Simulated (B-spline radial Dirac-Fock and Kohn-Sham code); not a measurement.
Dipole and non-dipole photoemission parameters of Ne 1s

System: the Ne atom, [He] 2s2 2p6; threshold 870.2 eV (tabulated edge). The computed values come from a radial finite-basis atomic code: Dirac-Hartree-Slater photoionisation with a Latter tail; cross sections with all multipoles, angular parameters from the dipole term and its interference with E2.

The run's input, task.json:

```json
{"items": [{
  "Z": 10,
  "q": 0,
  "cfg": [[1, 0, 2], [2, 0, 2], [2, 1, 6]],
  "A": 20,
  "rrms": 3.0055,
  "do": "xps",
  "hv": [60.3, 85.0, 93.3, 100, 157.0, 200, 212.0, 231.0, 286.0, 300, 400, 465.0, 577.0, 929.0, 968.0, 1080.0, 1486.9, 1920.0, 1960.0, 2120.0, 3780.0, 4000, 4930.0, 5610.0, 6000, 10500.0, 11800.0, 13100.0, 15000],
  "edges": {"K": 870.2}
}]}
```

Launch: `python xray2_run.py task.json out`

For linearly polarised light dσ/dΩ = σ/(4π) [1 + β P₂(cos θ) + (δ + γ cos²θ) sin θ cos φ], with θ from the polarisation vector and φ the angle between the beam and the projection of the electron momentum on the plane normal to the polarisation.

```
hν (eV)  σ (kb)      β       γ
    929     292  2.000  -0.026
    968     267  2.000   0.018
   1080     200  2.000   0.134
 1486.9    88.8  2.000   0.409
   1920    44.9  2.000   0.606
   1960    42.5  2.000   0.622
   2120    34.3  2.000   0.683
   3780    6.70  2.000   1.158
   4000    5.68  2.000   1.209
   4930       ?      ?       ?
   5610    2.10  2.000   1.530
   6000    1.72  2.000   1.599
  10500   0.313  2.000   2.248
  11800   0.218  2.000   2.404
  13100   0.158  2.000   2.549
  15000   0.103  1.999   2.749
```

Problem. Give the values at 4930 eV.

Solution. σ = 3.08 kb, β = 2.000, γ = 1.402. For an s subshell δ is negligible.
